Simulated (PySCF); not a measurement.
C$_{6}$H$_{5}$ (SMILES [c]1ccccc1), doublet, geometry from GFN2-xTB, with bond 9-4 at 1.6 times its length; B3LYP/STO-3G in PySCF.

The PySCF input:
```python
from pyscf import gto, scf, dft

mol = gto.Mole()
mol.atom = '''
    C     0.00657844    1.39392329    0.00206971
    C     1.21285736    0.75889559    0.00993894
    C     1.20046399   -0.63514077    0.00782669
    C    -0.00619493   -1.31265934   -0.00194905
    C    -1.20640519   -0.62375584   -0.00969592
    C    -1.20564035    0.77033552   -0.00766832
    H     2.14773318    1.29894833    0.01753479
    H     2.13549697   -1.17724242    0.01385411
    H    -0.01435648   -3.04203184   -0.00451684
    H    -2.14651307   -1.15698773   -0.01732000
    H    -2.13537713    1.31920822   -0.01364732
'''
mol.basis = 'sto-3g'
mol.spin = 1
mol.verbose = 4
mol.build()

mf = dft.UKS(mol)
mf.xc = 'b3lyp'
mf.diis = False
mf.max_cycle = 100
mf.kernel()
mf.analyze()
```

What the program printed (banner, timings and long lists left out):

```
PySCF version 2.14.0

[INPUT] verbose = 4
[INPUT] num. atoms = 11
[INPUT] num. electrons = 41
[INPUT] charge = 0
[INPUT] spin (= nelec alpha-beta = 2S) = 1
[INPUT] symmetry False subgroup None
[INPUT] Mole.unit = angstrom
[INPUT] Symbol           X                Y                Z      unit          X                Y                Z       unit  Magmom
[...]
nuclear repulsion = 193.71901800894
number of shells = 23
number of NR pGTOs = 105
number of NR cGTOs = 35
basis = sto-3g
ecp = {}

******** <class 'pyscf.dft.uks.UKS'> ********
method = UKS
initial guess = minao
damping factor = 0
level_shift factor = 0
DIIS disabled
SCF conv_tol = 1e-09
SCF conv_tol_grad = None
SCF max_cycles = 100
direct_scf = True
direct_scf_tol = 1e-13
number electrons alpha = 21  beta = 20
XC library pyscf.dft.libxc version 7.1.2
    S. Lehtola, C. Steigemann, M. J. T. Oliveira, and M. A. L. Marques,  SoftwareX 7, 1–5 (2018)
XC functionals = b3lyp
    P. J. Stephens, F. J. Devlin, C. F. Chabalowski, and M. J. Frisch,  J. Phys. Chem. 98, 11623 (1994)
radial grids:
    Treutler-Ahlrichs [JCP 102, 346 (1995); DOI:10.1063/1.469408] (M4) radial grids

becke partition: Becke, JCP 88, 2547 (1988); DOI:10.1063/1.454033
pruning grids: <function nwchem_prune>
grids dens level: 3
symmetrized grids: False
atomic radii adjust function: <function treutler_atomic_radii_adjust>
small_rho_cutoff = 0
Set gradient conv threshold to 3.16228e-05
tot grids = 133752
init E= -229.652161116205

cycle= 1 E= -228.571506658211  delta_E= 1.08  |g|= 0.108  |ddm|= 3.41
cycle= 2 E= -228.578932860246  delta_E= -0.00743  |g|= 0.0924  |ddm|= 0.391
cycle= 3 E= -228.573100133795  delta_E= 0.00583  |g|= 0.127  |ddm|= 0.374
cycle= 4 E= -228.55324291495  delta_E= 0.0199  |g|= 0.207  |ddm|= 0.504
cycle= 5 E= -228.486764487441  delta_E= 0.0665  |g|= 0.362  |ddm|= 0.792
cycle= 6 E= -228.30528134512  delta_E= 0.181  |g|= 0.588  |ddm|= 1.29
cycle= 7 E= -227.87222159269  delta_E= 0.433  |g|= 0.914  |ddm|= 2.06
cycle= 8 E= -226.56435555754  delta_E= 1.31  |g|= 1.37  |ddm|= 3.08
cycle= 9 E= -215.939395293825  delta_E= 10.6  |g|= 3.58  |ddm|= 7.54
cycle= 10 E= -188.939675199481  delta_E=   27  |g|= 3.16  |ddm|=   14
cycle= 11 E= -187.137137978783  delta_E=  1.8  |g|= 2.49  |ddm|= 16.6
cycle= 12 E= -186.557866477342  delta_E= 0.579  |g|= 2.43  |ddm|= 16.8
cycle= 13 E= -186.96383521352  delta_E= -0.406  |g|= 2.44  |ddm|= 16.8
cycle= 14 E= -186.554491453743  delta_E= 0.409  |g|= 2.43  |ddm|= 16.8
[...]
SCF not converged.
Total Energy =                        -186.557980493737688
[...]
spin_pop of  0 C 2py       0.00000
spin_pop of  0 C 2pz      -0.00000
spin_pop of  1 C 1s        0.00000
spin_pop of  1 C 2s        0.00001
spin_pop of  1 C 2px       0.00000
spin_pop of  1 C 2py       0.00000
spin_pop of  1 C 2pz      -0.00000
spin_pop of  2 C 1s       -0.00000
spin_pop of  2 C 2s        0.00004
spin_pop of  2 C 2px       0.00004
spin_pop of  2 C 2py       0.00000
spin_pop of  2 C 2pz       0.00000
spin_pop of  3 C 1s        0.00000
spin_pop of  3 C 2s        0.00208
spin_pop of  3 C 2px       0.00213
spin_pop of  3 C 2py       0.00094
spin_pop of  3 C 2pz       0.00000
spin_pop of  4 C 1s        0.00017
spin_pop of  4 C 2s        0.22989
spin_pop of  4 C 2px       0.12384
spin_pop of  4 C 2py       0.01258
spin_pop of  4 C 2pz       0.00002
spin_pop of  5 C 1s        0.00000
spin_pop of  5 C 2s        0.00580
spin_pop of  5 C 2px       0.00049
spin_pop of  5 C 2py       0.00108
spin_pop of  5 C 2pz      -0.00001
spin_pop of  6 H 1s       -0.00000
spin_pop of  7 H 1s        0.00000
spin_pop of  8 H 1s        0.00005
spin_pop of  9 H 1s        0.62074
spin_pop of  10 H 1s        0.00001
 ** Mulliken Spin Density (per atom)  **
spin density of  0 C =      0.00009
spin density of  1 C =      0.00001
spin density of  2 C =      0.00008
spin density of  3 C =      0.00515
spin density of  4 C =      0.36650
spin density of  5 C =      0.00737
spin density of  6 H =     -0.00000
spin density of  7 H =      0.00000
spin density of  8 H =      0.00005
spin density of  9 H =      0.62074
spin density of  10 H =      0.00001
 ** Mulliken pop alpha/beta on meta-lowdin orthogonal AOs **
 ** Mulliken pop       alpha | beta **
[...]
In total            21.00000 | 20.00000
 ** Mulliken atomic charges   ( Nelec_alpha | Nelec_beta ) **
charge of  0C =     -3.99861  (     4.99935      4.99926 )
charge of  1C =     -3.90199  (     4.95100      4.95099 )
charge of  2C =      3.90209  (     1.04899      1.04891 )
charge of  3C =      3.99372  (     1.00572      1.00056 )
charge of  4C =      3.53046  (     1.41802      1.05152 )
charge of  5C =     -3.90405  (     4.95571      4.94834 )
charge of  6H =     -0.99933  (     0.99967      0.99967 )
charge of  7H =      0.99905  (     0.00048      0.00047 )
charge of  8H =      0.99993  (     0.00006      0.00001 )
charge of  9H =      0.37804  (     0.62135      0.00061 )
charge of  10H =     -0.99931  (     0.99966      0.99965 )
Dipole moment(X, Y, Z, Debye):  8.78448, -142.88720, -0.14323
```

The run did not converge; its last values are not results.
